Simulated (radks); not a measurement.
The titanium ion Ti3+, 19 electrons, occupied as [Ar] 3d1 (the NIST ground configuration). All-electron calculation, scalar-relativistic Kohn-Sham, AM05, spin-polarised, spherical densities, point nucleus; open shells are filled with parallel spins first. Program: a radial shooting solver on a logarithmic mesh with Libxc functionals.

Normalised radial functions P(r) = r R(r), r in bohr:

r,3p up
0.006479,0.0050
0.008437,0.0082
0.0109,0.0133
0.01419,0.0215
0.01833,0.0341
0.02387,0.0541
0.03083,0.0833
0.04015,0.1272
0.05186,0.1864
0.06753,0.2662
0.08794,0.3614
0.1136,0.4560
0.1479,0.5288
0.1911,0.5356
0.2488,0.4291
0.3214,0.1855
0.4185,-0.1949
0.5406,-0.6079
0.7039,-0.9411
0.9093,-1.0500
1.184,-0.9105
1.529,-0.6210
1.991,-0.3159
2.593,-0.1143
3.35,-0.0284
4.362,-0.0040
5.634,-0.0003
7.337,0.0000

3p up: eigenvalue -71.272 eV, 1 radial node at r = 0.369 bohr, <r> = 1.06 bohr, 90 % of the charge inside 1.62 bohr.
